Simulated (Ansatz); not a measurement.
Isomers of CH8GeSSi, relaxed with PBE0-D4/def2-TZVP in Ansatz; electronic energies, one conformer each and not always the lowest. Functionals use def2-TZVPP; CBS adds triple-zeta CCSD(T) − MP2 to the MP2 limit of def2-TZVPP and def2-QZVPP.

Outer-core shells of Ge are correlated without core-valence functions. Scalar relativity is left out up to krypton. Spin–orbit coupling is left out.

(1) Order them by energy at frozen-core CCSD(T)/CBS, lowest first. (An estimate is asked.)
A. `[CH3][GeH]([SiH3])[SH]`
B. `CS[SiH2][GeH3]`
C. `[SiH3]S[CH2][GeH3]`
D. `C[S][GeH2][SiH3]`

(2) How do PBE0-D4, ωB97M-V, B3LYP-D4, B3LYP place them (kJ/mol, against `[CH3][GeH]([SiH3])[SH]`)? (An estimate is asked.)

Answers

(1) A (0.0 kJ/mol), B (36.6 kJ/mol), D (47.7 kJ/mol), C (70.1 kJ/mol).

(2) The calculation gave: 
| isomer | PBE0-D4 | ωB97M-V | B3LYP-D4 | B3LYP |
| --- | --- | --- | --- | --- |
| `C[S][GeH2][SiH3]` | 44.8 | 46.8 | 44.5 | 45.2 |
| `[SiH3]S[CH2][GeH3]` | 77.1 | 70.0 | 74.7 | 75.3 |
| `CS[SiH2][GeH3]` | 32.8 | 35.1 | 35.0 | 36.2 |

B3LYP here is the variant with VWN-RPA as its local correlation; programs differ in this.
